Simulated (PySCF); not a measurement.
## Indirect couplings

Geometry:
```tsv
atom	x (Å)	y (Å)	z (Å)
C1	2.748	0.631	0.329
Ga2	1.406	-0.376	-0.706
C3	-0.342	-0.882	0.074
C4	-0.968	0.138	1.056
C5	-1.876	0.619	-0.092
C6	-1.581	-0.696	-0.838
H7	3.704	0.083	0.353
H8	2.952	1.596	-0.164
H9	2.431	0.831	1.363
H10	1.739	-0.804	-2.193
H11	-0.207	-1.903	0.477
H12	-1.551	-0.356	1.851
H13	-0.314	0.885	1.535
H14	-2.925	0.853	0.145
H15	-1.442	1.489	-0.614
H16	-2.356	-1.454	-0.638
H17	-1.434	-0.644	-1.929
```

Method: B3LYP/pcJ-1 (pcSseg-1 on Ga) (without the spin–dipole term)//PBE0-D3(BJ)/def2-SVP, PySCF; isolated molecule, single conformer, non-relativistic. Couplings are averaged over pairs made equivalent by symmetry, fast rotation or ring inversion, so a value needn't be that of the named pair in this geometry, while other rotamers aren't included; one pair stands for each set, and the list holds a selection of those of at least 1.5 Hz over up to four bonds.

Isotopes: ¹³C, ¹H.

```tsv
pair	bonds	J (Hz)
C1, H7	1	?
C3, C4	1	27.8
C3, H11	1	133.6
C4, C5	1	?
C4, H12	1	137.7
C4, H13	1	?
C5, H14	1	143.7
C5, H15	1	135.0
C1, H10	2	25.0
C3, C5	2	-7.5
C3, H10	2	22.8
C4, C6	2	?
C4, H11	2	-3.9
C4, H14	2	?
C5, H13	2	-3.2
H7, H8	2	?
H12, H13	2	-11.7
C3, H14	3	14.4
C4, H17	3	12.5
C5, H11	3	12.1
H10, H11	3	?
H11, H12	3	?
H12, H14	3	9.2
H13, H15	3	9.8
H11, H15	4	-1.6
H13, H17	4	3.9
```

Q: Estimate the withheld couplings, with signs.

A: 
- ¹J(C1,H7) = 132.2 Hz (mean over equivalent pairs that range from 129.3 to 136.3 Hz in this conformer)
- ¹J(C4,C5) = 29.6 Hz (bond length 1.541 Å)
- ¹J(C4,H13) = 143.9 Hz (bond length 1.103 Å, sp3 carbon)
- ²J(C4,C6) = -7.5 Hz (angle at C3 88°)
- ²J(C4,H14) = -2.6 Hz (angle at C5 118°)
- ²J(H7,H8) = -13.8 Hz (mean over equivalent pairs that range from -16.5 to -12.1 Hz in this conformer)
- ³J(H10,H11) = -3.3 Hz (dihedral angle 86°)
- ³J(H11,H12) = 12.6 Hz (dihedral angle 23°)

Relativistic effects of the heavier atoms present are left out.
